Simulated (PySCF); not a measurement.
C$_{2}$H$_{3}$B, SMILES `B=C=C`, neutral singlet in the gas phase. 

Cartesian coordinates (Å):
```xyz
6

B      1.5528    -0.0679    -0.4952
C      0.2051    -0.0088    -0.3721
C     -1.1045     0.0482    -0.2529
H      2.7138    -0.1184    -0.6006
H     -1.6731     0.9438    -0.5003
H     -1.6942    -0.7969     0.1001
```
Charge 0, multiplicity 1.

All levels are single points at this geometry (B3LYP-D3(BJ)/def2-TZVP); Pople sets use spherical d functions. Orbital energies aren't observables, and empty levels follow the basis.

```json
[
 {"level": "B3LYP-D3(BJ)/def2-TZVP in PySCF", "HOMO (eV)": "-6.14", "LUMO (eV)": "-2.81", "gap (eV)": "3.33", "dipole (D)": "0.66", "vertical IE, Delta-SCF (eV)": "–"},
 {"level": "B3LYP/6-311+G** in PySCF", "HOMO (eV)": "-6.15", "LUMO (eV)": "-2.84", "gap (eV)": "3.31", "dipole (D)": "0.66", "vertical IE, Delta-SCF (eV)": "–"},
 {"level": "B3LYP/6-31G* in PySCF", "HOMO (eV)": "-5.79", "LUMO (eV)": "-2.40", "gap (eV)": "3.39", "dipole (D)": "0.65", "vertical IE, Delta-SCF (eV)": "8.46"},
 {"level": "BP86/6-31G* in PySCF", "HOMO (eV)": "-5.01", "LUMO (eV)": "-3.31", "gap (eV)": "1.70", "dipole (D)": "0.76", "vertical IE, Delta-SCF (eV)": "–"},
 {"level": "M06-2X/6-31G* in PySCF", "HOMO (eV)": "-7.17", "LUMO (eV)": "-1.31", "gap (eV)": "5.86", "dipole (D)": "0.52", "vertical IE, Delta-SCF (eV)": "–"},
 {"level": "PBE/6-31G* in PySCF", "HOMO (eV)": "-4.91", "LUMO (eV)": "-3.22", "gap (eV)": "1.68", "dipole (D)": "0.77", "vertical IE, Delta-SCF (eV)": "8.48"},
 {"level": "HF/3-21G in PySCF", "HOMO (eV)": "-8.54", "LUMO (eV)": "1.41", "gap (eV)": "9.95", "dipole (D)": "0.67", "vertical IE, Delta-SCF (eV)": "–"},
 {"level": "HF/6-31G* in PySCF", "HOMO (eV)": "-8.47", "LUMO (eV)": "1.61", "gap (eV)": "10.08", "dipole (D)": "0.43", "vertical IE, Delta-SCF (eV)": "–"},
 {"level": "HF/STO-3G in PySCF", "HOMO (eV)": "-6.62", "LUMO (eV)": "4.87", "gap (eV)": "11.48", "dipole (D)": "0.20", "vertical IE, Delta-SCF (eV)": "–"}
]
```
